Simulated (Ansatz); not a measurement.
Coupled-cluster diagnostics for HfSi3⁻, Ansatz.

Geometry of the doublet (PBE-D4/def2-SVPD):

```tsv
atom	x (Å)	y (Å)	z (Å)
Hf1	-1.484	-0.555	-0.190
Si2	-0.296	0.512	1.843
Si3	0.524	-0.426	-1.814
Si4	1.256	0.470	0.161
```

In the def2 sets Hf takes a core potential; there is no spin–orbit coupling. Correlated methods freeze 15 core orbitals; core or outer-core shells of Hf are correlated, in sets that lack core-valence functions. Another isomer (doublet) lies 0.22 eV lower at PBE0-D4/def2-TZVPD; other spin states weren't run for this one.

(1) Estimate the CCSD(T) correlation energy, the shares of MP2 and (T), T1 and the reference's ⟨S²⟩ for: charge -1, doublet, own geometry in def2-TZVPD; and the rough time on 4 threads of Arm Neoverse V1 on a shared host.

Answers

(1) 
```tsv
state	basis	correlation (eV)	MP2 share (%)	(T) share (%)	T1	⟨S²⟩ (pure)	wall time	remarks
charge -1, doublet, own geometry	def2-TZVPD	-18.506	87.4	8.3	0.090	2.14 (0.75)	45 s	large T1, spin-contaminated
```
Customary marks for T1 are 0.02 (closed shells), 0.045 (open shells) and about 0.05 (3d metals). T1 exceeds 0.02 in 1 of 1 rows and 0.045 in 1; the higher it lies, the less the single-reference result can be trusted.
